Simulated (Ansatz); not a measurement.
Input for Ansatz (an electronic-structure program): R-RI-MP2/def2-QZVPP on C2H6Sn (SMILES [CH3][Sn][CH3]), a point of a torsion scan. Elements past Kr take the def2 small-core potentials; no spin–orbit coupling. Files ending in .json are basis or fitting sets from the Basis Set Exchange. The run froze 11 orbitals, filled d shells among them.

Ansatz 0.2 input:
```yaml
crystal:
  periodic: [false, false, false]
  atoms:
    - {symbol: C, position_ang: [1.69674201, -0.08417746, 0.02763346]}
    - {symbol: Sn, position_ang: [-0.02654645, 0.86750537, -1.08495565]}
    - {symbol: C, position_ang: [-0.84793402, -1.08859610, -1.87273413]}
    - {symbol: H, position_ang: [2.14515773, -0.89637813, -0.54244848]}
    - {symbol: H, position_ang: [2.48766385, 0.61932852, 0.28663496]}
    - {symbol: H, position_ang: [1.33260051, -0.51573703, 0.96113429]}
    - {symbol: H, position_ang: [-0.19882039, -1.93656656, -1.66408923]}
    - {symbol: H, position_ang: [-1.00173182, -1.04827379, -2.95184091]}
    - {symbol: H, position_ang: [-1.82079494, -1.30492353, -1.42885049]}
basis:
  gaussian:
    orbitals: def2-QZVPP.json
    fitting: {mean_field: def2-universal-JKFIT, correlation: def2-QZVPP-RIFIT.json}
magnetization: {spin_polarized: false}
correlation: {method: mp2, electrons: outside_noble_gas}
scf: {lower_state_search: off}
```

Program output:

```
WARN ansatz: RAYON_NUM_THREADS=1 ignored (pool sized by the plan → 1); use --threads N
Functional definition: HF
these checks for a lower state are left out or cut short: stability, starts, cluster_reference, orbital_swaps, neighbouring_geometries, increment
integrals: 0.52 GiB planned
476 factors; integrals over basis functions are off by at most 1.6e0 eV
mean field: 0.82 GiB planned
mean field evaluation 1: about -7956.9303 eV, gradient 4.2e1 eV
mean field evaluation 2: about -7960.3984 eV, gradient 2.4e1 eV
mean field evaluation 4: about -7961.7710 eV, gradient 1.5e0 eV
mean field evaluation 8: about -7961.7817 eV, gradient 1.4e-6 eV
mean field -7961.78167515 eV, -292.5900798722 hartree, gradient 1.4e-6 eV, S^2 0.000000; 0 other end points of the search recorded, 0 dependent functions left out
11 core orbitals not correlated
894 factors; their error is unknown
reference -7961.78167515 eV, -292.5900798722 hartree; 9, 9 occupied and 356, 356 virtual orbitals, 894 factors
second order -13.03248773 eV of doubles, -0.00000000 eV of singles
Total energy: -7974.81416288 eV, -293.0690149626 hartree
Checks for a lower state left out: stability, starts, cluster_reference, orbital_swaps, neighbouring_geometries, increment
```

The run converged.

Cost: around 5 core-seconds (rough).
